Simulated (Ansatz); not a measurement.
Basis sets compared for the cluster PbBr₂ (the lowest singlet isomer of a short search). Total charge 0; singlet. Geometry B3LYP-D4/def2-TZVP. Ansatz on 4 threads of AMD EPYC 7B13 on a shared host; times are rough, and most runs start from earlier orbitals.

```xyz
3

Pb   -0.170    1.049   -0.352
Br   -1.130   -0.187    1.768
Br    1.301   -0.862   -1.416
```

In the def2 sets Pb takes a core potential; there is no spin–orbit coupling. The structure comes from a short search, and lower isomers may exist.

Binding counts from free atoms (Pb triplet, Br doublet) in the same basis, without a counterpoise term.

```
                            level  functions  energy (Eh)  HOMO (eV)  LUMO (eV)  binding per atom (eV)  wall time
                  PBE-D4/def2-SVP         90   -5339.9434      -6.52      -3.77                   2.45      0.6 s
                 PBE-D4/def2-TZVP        146   -5340.5789      -6.71      -3.89                   2.47        1 s
r2SCAN-D4/def2-TZVP (with forces)        146   -5341.3763      -7.02      -3.80                   2.40      2.4 s
                 PBE0-D4/def2-SVP         90   -5340.0876      -7.70      -3.21                   2.32      1.1 s
                PBE0-D4/def2-TZVP        146   -5340.7210      -7.84      -3.28                   2.36      1.7 s
```

Q: Estimate the rows for PBE-D4/def2-TZVPD, r2SCAN-D4/def2-TZVPD, PBE0-D4/def2-TZVPD.

A: 
```tsv
level	functions	energy (Eh)	HOMO (eV)	LUMO (eV)	binding per atom (eV)	wall time
PBE-D4/def2-TZVPD	170	-5340.5800	-6.75	-3.93	2.47	1.4 s
r2SCAN-D4/def2-TZVPD	170	-5341.3771	-7.05	-3.82	2.40	2.5 s
PBE0-D4/def2-TZVPD	170	-5340.7220	-7.87	-3.31	2.36	2.4 s
```
